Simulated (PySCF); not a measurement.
C3H7BFN. Atoms are numbered in the order given.

```xyz
13

C     -0.4769    -2.3925     0.0000
B      0.0519    -0.8958     0.0000
N      1.4266    -0.6207     0.0000
C     -1.0010     0.2856     0.0000
C     -0.7418     1.5917     0.0000
F      0.5119     2.0874     0.0000
H     -1.1165    -2.5711     0.8821
H     -1.1165    -2.5711    -0.8821
H      0.3228    -3.1507     0.0000
H      1.7995     0.3199     0.0000
H      2.1254    -1.3528     0.0000
H     -2.0716     0.0499     0.0000
H     -1.4777     2.4043     0.0000
```
Charge 0, spin multiplicity 1.

Coordinates come from a ωB97X-D3(BJ)/def2-SVP optimisation. The structure was generated by enumeration; whether it is a known compound was not checked. Other conformers were not sampled.

The numbers are results of r2SCAN/def2-TZVP in PySCF, not measurements.

Atomic charges (e):

```json
[
 {"atom": "C1", "Mulliken": "-0.44", "IAO": "-0.58"},
 {"atom": "B2", "Mulliken": "0.30", "IAO": "0.27"},
 {"atom": "N3", "Mulliken": "-0.49", "IAO": "-0.55"},
 {"atom": "C4", "Mulliken": "-0.33", "IAO": "-0.35"},
 {"atom": "C5", "Mulliken": "0.14", "IAO": "0.17"},
 {"atom": "F6", "Mulliken": "-0.22", "IAO": "-0.27"},
 {"atom": "H7", "Mulliken": "0.12", "IAO": "0.16"},
 {"atom": "H8", "Mulliken": "0.12", "IAO": "0.16"},
 {"atom": "H9", "Mulliken": "0.09", "IAO": "0.14"},
 {"atom": "H10", "Mulliken": "0.24", "IAO": "0.28"},
 {"atom": "H11", "Mulliken": "0.23", "IAO": "0.27"},
 {"atom": "H12", "Mulliken": "0.12", "IAO": "0.16"},
 {"atom": "H13", "Mulliken": "0.12", "IAO": "0.15"}
]
```

Question: Give the Mayer and Wiberg (Löwdin basis) orders of the bonds. (Estimate from the structure and the level; the computed values follow.)

Answer: 
```csv
bond,Mayer,Wiberg
C1–B2,1.01,1.28
B2–N3,1.40,1.83
B2–C4,0.98,1.15
C4–C5,1.85,2.05
C5–F6,0.98,1.72
C1–H7,0.95,0.86
C1–H8,0.95,0.86
C1–H9,0.97,0.88
N3–H10,0.90,0.89
N3–H11,0.91,0.89
C4–H12,0.93,0.78
C5–H13,0.98,0.87
```
